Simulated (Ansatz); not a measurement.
`BC(B)=C` + `O1[SiH2]P1` → `B[SiH]1OP1` + `BC=C` at 500 K and 1 bar (formal exchange of groups at a B–C bond).

Isolated molecules relaxed with PBE0-D4/def2-TZVP in Ansatz; ΔE leaves out vibrations. CCSD(T)/CBS is the MP2 limit (def2-TZVPP, def2-QZVPP) plus CCSD(T) − MP2 in def2-TZVPP, frozen cores.

```
     species  CCSD(T)/CBS energy (Eh)  H − E (kJ/mol)  S (J/(mol·K))
   `BC(B)=C`               -129.23883           232.3          353.9
`O1[SiH2]P1`               -706.98902           107.8          316.3
`B[SiH]1OP1`               -732.35934           151.3          373.7
      `BC=C`               -103.86193           194.0          304.9
```

H − E and S are ideal-gas, rigid-rotor, harmonic terms from PBE0-D4/def2-TZVP, for one conformer and one mirror image of each species. 1 Eh = 2625.50 kJ/mol, R = 8.31446 J/(mol·K).

**Question.** By hand: ΔE, ΔH, ΔS and ΔG.

**Answer.** ΔE = (-732.35934) + (-103.86193) − (-129.23883) − (-706.98902) = 0.00658 Eh = 17.3 kJ/mol. Δ(H − E) = 151.3 + 194.0 − 232.3 − 107.8 = 5.2, so ΔH = 22.5 kJ/mol. ΔS = 373.7 + 304.9 − 353.9 − 316.3 = 8.4 J/(mol·K). ΔG = 22.5 − 500 × (8.4)/1000 = 18.3 kJ/mol.

**Question.** By hand: the equilibrium constant, and the temperature at which ΔG would vanish if ΔH and ΔS stayed fixed.

**Answer.** log₁₀ K = −ΔG/(RT ln 10) = -1.9. ΔG = 0 at ΔH/ΔS = 2679 K, far beyond where these terms or the molecules hold.

The number of gas molecules stays the same, so ΔS is small and ΔH decides. A doubt of 5 kJ/mol in ΔE shifts log₁₀ K by 0.5 here. Other conformers and mirror images would add mixing entropy, several J/(mol·K) or more a flexible species. These are equilibria of isolated gas molecules and say nothing of rates. Largest T1 diagnostic: 0.021 (customary marks: 0.02 for closed shells, 0.045 for open ones).
